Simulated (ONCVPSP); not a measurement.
**thulium (Tm): one change to an ONCV potential, before and after**

| Item | Value |
| --- | --- |
| Element | Tm |
| Generator | ONCVPSP 4.0.1 |
| Type | optimised norm-conserving Vanderbilt (ONCV) |
| Functional | LDA (Perdew-Wang 92) |
| Relativity | fully relativistic |
| Frozen core | [Kr] 4d10 4f12 |
| Valence charge | 11 |
| Reference configuration | 5s2 5p6 5d1 6s1 (charge +1) |
| Partial waves | 5s+6s: rc 1.55 bohr, ncon 4, nbas 8, qcut 6.6 1/bohr, 2 projectors; 5p: rc 1.35 bohr, ncon 5, nbas 10, qcut 7.3 1/bohr, 3 projectors, debl 2.9 Ha; 5d: rc 3.35 bohr, ncon 3, nbas 8, qcut 3.8 1/bohr, 1 projector |
| Local potential | polynomial inside 1.35 bohr (lpopt 5, dvloc0 1 Ha) |
| Core correction | Teter function fitted to the true core (icmod 2), fcfact 0.35 |

Open shells are filled in proportion to 2j + 1.

Change: d: qcut 5.5.

Cutoffs: the cutoffs (Ha) at which the residual kinetic energy of the hardest occupied pseudo-wave falls to 1 and 0.1 mHa per electron; they do not see the model core or the augmentation charge, which bear on the density cutoff. Errors are all-electron minus pseudo energies relative to the spin-unpolarised reference configuration.

What does the change do?

The potential gets neither clearly harder nor softer (27 Ha and 110 Ha → 27 Ha and 110 Ha); both files keep a bound ghost (p); of the 4 tests that both files solve, the error grows in 2 and shrinks in 1 by more than 15 % and 0.3 meV (median size 65.4 → 6.1 meV).

| quantity | base | changed |
| --- | --- | --- |
| cutoff, loose | 27 Ha | 27 Ha |
| cutoff, tight | 110 Ha | 110 Ha |
| loose cutoff by channel | s 19 Ha, p 27 Ha, d 5.7 Ha | s 19 Ha, p 27 Ha, d 8.2 Ha |
| bound ghosts | p3/2 | p3/2 |
| GHOST(+) flags under 300 eV | s at 180.7 eV, d5/2 at 223.5 eV, d3/2 at 278.7 eV | s at 180.7 eV |
| error for 5s2 5p6 5d1 6s2, meV [ΔE -7.36 eV] | -0.7 | +1.9 |
| error for 5s2 5p6 5d1 6s0, meV [ΔE 13.22 eV] | +0.2 | +7.8 |
| error for 5s2 5p6 5d0 6s0, meV [ΔE 33.41 eV] | +130 | +4.4 |
| error for 5s1 5p6 5d1 6s2, meV [ΔE 56.33 eV] | -468 | -403 |
| s: phases at 1.57 bohr within 0.05 rad from the reference energy up to (Ha; the scan ends near 5) | 3.5 | 3.5 |
| p3/2: phases at 1.37 bohr within 0.05 rad from the reference energy up to (Ha; the scan ends near 5) | to the end of the scan | to the end of the scan |
| p1/2: phases at 1.37 bohr within 0.05 rad from the reference energy up to (Ha; the scan ends near 5) | to the end of the scan | to the end of the scan |
| d5/2: phases at 3.40 bohr within 0.05 rad from the reference energy up to (Ha; the scan ends near 5) | 0.2 | 0.3 |
| d3/2: phases at 3.40 bohr within 0.05 rad from the reference energy up to (Ha; the scan ends near 5) | 0.1 | 0.3 |
| rms error of d²Exc/dni dnj with the model core, mHa | 5.01 | 4.82 |

 A true bound ghost makes a file unfit for plane-wave use even where its test errors are small: the radial tests pick states by their node count and pass the ghost by.
